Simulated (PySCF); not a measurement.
**Telling isomers of C₇H₁₆Si apart by NMR**

Calculated, not measured (PySCF 2.14.0 with density-fitted response routines): geometry: GFN2-xTB, shieldings: GIAO PBE0/pcSseg-1. Single conformer, non-relativistic Hamiltonian, no solvent, fast rotation and ring inversion assumed for equivalent nuclei.

Chemical shifts δ = σref − σ; 1H (σ = 31.72 ppm) and 13C (σ = 186.93 ppm) against TMS, all at this level. Where no couplings were computed, multiplicities follow the n + 1 count of equivalent neighbours, and m marks all less simple cases (inequivalent or close neighbours, rings, F or P nearby). Shifts are as computed. Against solution values, carbons near 30 ppm lie about +3 ppm off and those near 130 ppm about +5 ppm. Of 1211 compounds with measured shifts, 218 miss one by over three times the rms of a fit or turn the order of signals round; such compounds aren't used in these exercises.

(1) Tabulate the signals of `C/C=C(\C)C(C)(C)[SiH3]`, `C[C@@H]1CCC[SiH2][C@@H]1C` and their relative energies.

(2) What is the quickest way to tell C/C=C(\C)C(C)(C)[SiH3] from C[C@@H]1CCC[SiH2][C@@H]1C?

Answers

(1) 
```tsv
SMILES	carbon types	δC	δH	E rel. (kcal/mol)
C/C=C(\C)C(C)(C)[SiH3]	2×C 1×CH 4×CH3	152.5, 122.2, 32.4, 27.0, 18.7, 16.2	5.51 (q, 1H), 3.80 (s, 3H), 1.79 (s, 3H), 1.72 (d, 3H), 1.20 (s, 6H)	27.0
C[C@@H]1CCC[SiH2][C@@H]1C	2×CH 3×CH2 2×CH3	40.9, 38.7, 25.1, 20.8, 19.3, 16.3, 10.5	4.06 (m, 1H), 3.89 (m, 1H), 1.96 (m, 1H), 1.80 (m, 1H), 1.75 (m, 1H), 1.59 (m, 1H), 1.42 (m, 1H), 1.10 (m, 1H), 1.08 (m, 3H), 1.01 (d, 3H), 0.93 (m, 1H), 0.63 (m, 1H)	0.0
```

Energies are electronic energies at PBE0/pcSseg-1 on these geometries, without zero-point or thermal terms, each for the one conformer computed, which needn't be the lowest.

(2) Count the carbon signals: 6 against 7. The first has a fully substituted alkene carbon (C) at 152.5 ppm, the second an sp3 CH2 in a ring at 40.9 ppm. In the proton spectra the most deshielded non-exchanging signals are 5.51 (q, 1H) and 4.06 (m, 1H).
